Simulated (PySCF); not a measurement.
# Two-component Hartree-Fock for Pr⁴⁺ (praseodymium, charge +4)

Start: [Xe] 4f1; 4f7/2 filled at m_j = +7/2. Calculated with PySCF 2.14 in x2c-TZVPPall-2c: generalised Hartree-Fock with the X2C-1e Hamiltonian and a Gaussian nucleus; one run each with spin-orbit coupling (SO) screened by Boettger's factors, then bare. This is a chosen level, not necessarily the ground level.

```
spinor shell  electrons  ε, screened SO (eV)  ε, bare SO (eV)  weight of nominal j (bare SO)  rms radius, bare SO (bohr)
       1s1/2          2             -42238.6         -42238.1                          1.000                      0.0275
       2s1/2          2              -6950.5          -6950.3                          1.000                       0.111
       2p1/2          2              -6557.2          -6570.4                          1.000                      0.0957
       2p3/2          4              -6071.2          -6066.1                          1.000                       0.102
       3s1/2          2              -1589.7          -1589.7                          1.000                       0.290
       3p1/2          2              -1421.3          -1423.9                          1.000                       0.281
       3p3/2          4              -1322.7          -1321.7                          1.000                       0.294
       3d3/2          4              -1031.5          -1034.1                          1.000                       0.265
       3d5/2          6              -1010.8          -1009.1                          1.000                       0.270
       4s1/2          2              -378.41          -378.42                          1.000                       0.657
       4p1/2          2              -312.38          -313.00                          0.997                       0.678
       4p3/2          4              -291.08          -290.87                          0.999                       0.705
       4d5/2          6              -176.86          -176.58                          0.978                       0.776
       4d3/2          4              -179.91          -180.38                          0.967                       0.764
       5s1/2          2              -91.850          -91.853                          1.000                        1.53
       5p1/2          2              -70.110          -70.207                          0.981                        1.67
       5p3/2          4              -66.454          -66.421                          0.990                        1.73
       4f7/2          1              -59.426          -59.246                          1.000                        1.01
```

```json
{"quantity": "E (hartree)", "screened SO": "-9232.78154", "bare SO": "-9233.11885"}
{"quantity": "M_J", "screened SO": "7/2", "bare SO": "7/2"}
{"quantity": "⟨J²⟩", "screened SO": "15.760", "bare SO": "15.760"}
{"quantity": "⟨L²⟩", "screened SO": "12.051", "bare SO": "12.056"}
{"quantity": "⟨S²⟩", "screened SO": "0.792", "bare SO": "0.797"}
```

Each row is a mean over spinors that exchange with the open shell spreads, by up to 7.895 eV (4d5/2).

Breit and QED terms are absent; they matter most for the inner s and p1/2 levels.

Densities and radii are taken from the X2C orbitals without a picture-change correction, which distorts them close to the nucleus.
